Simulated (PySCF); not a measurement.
## A small calculation by hand: oscillator strength and radiative lifetime

ClHOSi, SMILES O[Si]Cl (connectivity only; charge and spin as stated), neutral, multiplicity 1.

Geometry optimised at B3LYP-D3(BJ)/def2-TZVP. The values are those of a single conformer.

TDA-CAM-B3LYP/def2-SVPD (PySCF) puts the first singlet state with f over 0.02 at 4.64 eV (vertical), with the transition dipole (0.000, 0.000, -0.874) in atomic units.

Problem. Find the oscillator strength, the wavelength and the radiative lifetime that this transition would have in vacuum if emission retraced absorption.

Solution. 
|μ|² = 0.7639 au, so |μ| = 2.22 D. ΔE = 4.64/27.211 = 0.1705 hartree. f = (2/3) ΔE |μ|² = 0.087 (the program prints 0.087).
λ = 1239.84/4.64 = 267 nm; ν = 37424 cm⁻¹.
Einstein's coefficient A = 0.6670 ν² f s⁻¹ (ν in cm⁻¹) = 8.1e7 s⁻¹, so τ = 1/A = 12 ns. This state is S1. The figure is the radiative limit of this one transition; relaxation, internal conversion, crossing to triplets and a medium change what is measured.
